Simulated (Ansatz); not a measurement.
The first iterations of a band of BFH2O2 + H (7 atoms, charge 0, multiplicity 2).

The calculation used Ansatz, UHF/def2-SVP.

```json
{
  "movable images": "4",
  "climbing image": "no",
  "spring": "5.0 eV/Å²",
  "optimiser": "quadratic models (default)",
  "start path": "through a guess of the saddle point",
  "force threshold": "0.03 eV/Å",
  "iteration limit": "60",
  "end points": "relaxed"
}
```

Image 0:

```xyz
7
Properties=species:S:1:pos:R:3
B 0.086 -0.132 -0.230
F -0.118 0.494 0.917
O 1.343 -0.252 -0.675
H 1.414 -0.708 -1.499
O -0.961 -0.629 -0.918
H -1.802 -0.487 -0.511
H -0.171 -0.085 4.511
```

Image 5:

```xyz
7
Properties=species:S:1:pos:R:3
B -0.018 -0.520 -0.907
F -0.308 0.322 2.776
O 1.299 -0.404 -0.750
H 1.817 -0.551 -1.525
O -0.845 -0.328 0.145
H -1.766 -0.427 -0.040
H -0.390 0.109 1.896
```

| iteration | highest image above the first end (eV) | largest band force component (eV/Å) |
| --- | --- | --- |
| 1 | 477.190 | 4714.251 |
| 2 | 54.125 | 356.103 |
| 3 | 42.912 | 271.251 |
| 4 | 31.498 | 152.944 |
| 5 | 32.197 | 163.354 |
| 6 | 27.089 | 103.119 |
| 7 | 21.553 | 87.163 |
| 8 | 17.401 | 66.173 |
| 9 | 11.706 | 41.128 |
| 10 | 7.801 | 27.869 |
| 11 | 4.112 | 16.764 |
| 12 | 2.757 | 10.096 |
| 13 | 2.231 | 3.920 |

Task: Does the band converge within its limit, and where does its top end?

Result: The forces met the threshold. It ended after 39 iterations with the highest image 1.750 eV above the first end. Neighbouring images differ by up to 1.7 eV, so the band resolves the path poorly. No image climbed, so the highest image needn't sit at the top of the path.

Time of the run: 2 min on 1 thread of Arm Neoverse V2 (shared host), peak memory 0.15 GiB.
